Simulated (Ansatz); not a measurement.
Consider the homolysis of the B–C bond: `FB(Cl)C[SiH3]` → `F[B]Cl`• + `[CH2][SiH3]`•.

Program: Ansatz. Geometries: PBE0-D4/def2-TZVP. ΔE: electronic, gas phase. CBS: MP2 limit from def2 TZ/QZ plus the TZ coupled-cluster correction, frozen cores. This one scheme is used for every species. DFT in def2-TZVPP. B3LYP here is the variant with VWN-RPA as its local correlation; programs differ in this. No spin–orbit coupling; open shells (•) take unrestricted orbitals. Each species was taken in one conformer, which may not be the lowest.

`FB(Cl)C[SiH3]`:

Cartesian coordinates in Å:
```
F 2.417 0.357 0.301
B 1.452 -0.481 -0.034
Cl 1.669 -2.161 0.444
C 0.182 0.009 -0.760
Si -1.194 0.442 0.461
H 0.389 0.914 -1.339
H -0.228 -0.760 -1.419
H -2.360 0.981 -0.286
H -1.610 -0.770 1.210
H -0.717 1.469 1.424
```

`F[B]Cl`•:

Z-matrix (Å, degrees):
```
B
F 1 1.300
Cl 1 1.737 2 122.7
```

`[CH2][SiH3]`•:

Z-matrix (Å, degrees):
```
Si
C 1 1.840
H 1 1.487 2 110.3
H 1 1.487 2 110.4 3 -121.0
H 1 1.492 2 111.3 3 119.5
H 2 1.085 1 122.6 3 152.6
H 2 1.085 1 122.6 3 -29.9
```

What is ΔE at CCSD(T)/CBS? (Estimate.)

The calculation gave: +467.3 kJ/mol.

What do these levels give: PBE-D4, ωB97X-V, ωB97M-V, B2PLYP, r2SCAN, B3LYP, HF/def2-TZVPP, SCS-MP2/def2-TZVPP, HF/def2-QZVPP, HF/CBS(def2), MP2/CBS(def2), CCSD/CBS(def2)? (Best estimate.)

The calculation gave: PBE-D4 452.9, ωB97X-V 468.9, ωB97M-V 474.3, B2PLYP 447.4, r2SCAN 431.3, B3LYP 431.4, HF/def2-TZVPP 341.4, SCS-MP2/def2-TZVPP 468.8, HF/def2-QZVPP 340.1, HF/CBS(def2) 339.9, MP2/CBS(def2) 483.6, CCSD/CBS(def2) 457.9 kJ/mol.

Largest T1 diagnostic among the species: 0.015.

From PBE to PBE0 (25 % exact exchange), in def2-TZVPP and without D4, ΔE moves by +3.3 kJ/mol. The D4 term adds +14.7 kJ/mol with B3LYP and +8.1 kJ/mol with PBE0; it sums over pairs of atoms, weighted by their polarisabilities, and B3LYP, whose exchange is more repulsive, gets the larger term. In def2-TZVPP, CCSD(T) changes the Hartree–Fock value by +118.1 kJ/mol (the triples alone add +9.4 kJ/mol) and MP2 by +134.4 kJ/mol; breaking electron pairs costs correlation energy, which Hartree–Fock lacks.
